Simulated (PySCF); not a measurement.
Spin states and ions at one geometry of [La(H2O)]3+

PySCF 2.14.0, RKS TPSS, La def2-SVP with ECP46, O def2-SVP, H def2-SVP; non-relativistic Hamiltonian with scalar-relativistic core potentials where named; density fitting; no spin-orbit coupling; singlets restricted, open shells unrestricted. The geometry is relaxed for charge +3, singlet, vacuum:

```xyz
4

La    0.0000    0.0000   -0.1610
O     0.0000    0.0000    2.1853
H     0.7855    0.0000    2.8150
H    -0.7855    0.0000    2.8150
```

Energies count from the relaxed state; an electron taken off or put on is at rest in vacuum. Charges and spins are Mulliken's.

```
                     state  energy (eV)  spin squared  charge on La1 (e)  spin on La1 (e)  dipole about the centre of mass (D)
charge +3, singlet, vacuum         0.00          0.00               2.55             0.00                                 2.64
charge +3, triplet, vacuum         7.34          2.00               1.89             0.99                                10.82
charge +4, doublet, vacuum        30.14          0.75               2.84             0.00                                10.39
```

Q: What does the state charge +2, doublet, vacuum give?

A: energy (eV) -17.10, spin squared 0.75, charge on La1 (e) 1.68, spin on La1 (e) 1.01, dipole about the centre of mass (D) 2.66.

With an electron taken off (doublet) the charges change, summed by element, by La +0.28 e, O +0.53 e, H +0.19 e. The vertical ionisation energy is 30.14 eV, against −ε(HOMO) = 25.37 eV of the relaxed state. The level lies 4.8 eV too high, as is usual for semilocal functionals and global hybrids, which keep a self-interaction error.

With an electron put on (doublet) the charges change, summed by element, by La -0.88 e, O -0.03 e, H -0.09 e. The vertical electron affinity is 17.10 eV, against −ε(LUMO) = 20.53 eV of the relaxed state.

Open shells may have lower solutions than those found.

No frequency check is given that shows the relaxed geometry to be a minimum.
